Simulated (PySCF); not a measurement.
**TiH from Hartree–Fock to correlated methods**

State: quartet, unpaired electrons σ ↑, π ↑, δ ↑, a mixture of terms (⟨Lz²⟩ = 4.9). Set-up: Ti def2-TZVPPD, H def2-TZVPPD; no relativity (PySCF 2.14). De refers to Ti (3d2 4s2) + H in their high-spin ground configurations, without counterpoise correction. The functionals are run spin-unrestricted. A positive dipole means Ti(−)H(+).

| Level | Re (Å) | ωe (cm⁻¹) | De (eV) | μ (D) | CPU s a point (SCF and correlation, without the integrals) |
| --- | --- | --- | --- | --- | --- |
| UHF | 1.854 | 1490 | n/a | -1.99 | 0.7 |
| UHF-MP2 | 1.755 | 1569 | n/a | n/a | 1.1 |
| UHF-SCS-MP2 | 1.779 | 1543 | n/a | n/a | n/a |
| UHF-CCSD | 1.776 | 1556 | 2.12 | n/a | n/a |
| UHF-CCSD(T) | 1.772 | 1554 | 2.12 | n/a | 25 |
| PBE | 1.755 | 1537 | n/a | -2.57 | 0.56 |
| BLYP | 1.762 | 1526 | n/a | -2.60 | 0.37 |
| TPSS | 1.761 | 1560 | n/a | -2.69 | 0.73 |
| r²SCAN | 1.759 | 1548 | n/a | -2.77 | 0.71 |
| PBE0 | 1.758 | 1563 | n/a | -2.79 | 1.5 |
| r²SCAN0 | 1.761 | 1570 | n/a | -2.91 | 1.3 |
| B97-3 | 1.775 | 1526 | n/a | -2.61 | 0.88 |
| MN15 | 1.751 | 1576 | n/a | -3.01 | 1.6 |
| ωB97X-V | 1.769 | 1569 | n/a | -2.90 | 6 |

**Question.** What does the step from GGA to meta-GGA do here, going from PBE to r²SCAN?

**Answer.** r²SCAN less PBE: +0.4 pm in Re, +0.7 % in ωe. 

**Question.** What does a quarter of exact exchange do here, going from r²SCAN to r²SCAN0?

**Answer.** r²SCAN0 less r²SCAN: +0.2 pm in Re, +1.4 % in ωe. Exact exchange removes part of the self-interaction that spreads semilocal densities, and in most molecules shortens and stiffens the bond and lowers De; here Re goes the other way.

**Question.** What does the triples do here, going from UHF-CCSD to UHF-CCSD(T)?

**Answer.** UHF-CCSD(T) less UHF-CCSD: -0.4 pm in Re, -0.1 % in ωe, +0.00 eV in De. The bond shortens, as in weak, metallic or heavy-atom bonds, where dispersion and the correlation of outer-core electrons pull the atoms together.

Correlated steps freeze 5 core orbitals. De is left out where the level can put another filling of the metal’s s and d shells below the measured ground configuration, by anything from nothing to about 1 eV. The CCSD T1 diagnostic is raised, a sign that a single reference may not be enough here. The state is the lowest single determinant that the PBE0 search found; with open d or f shells the true ground state can be another one.

The whole job (state search and all levels along the bond) took about 8.3 min on 1 thread of AMD EPYC 9R45 96-Core (shared host), peak memory 3 GiB.
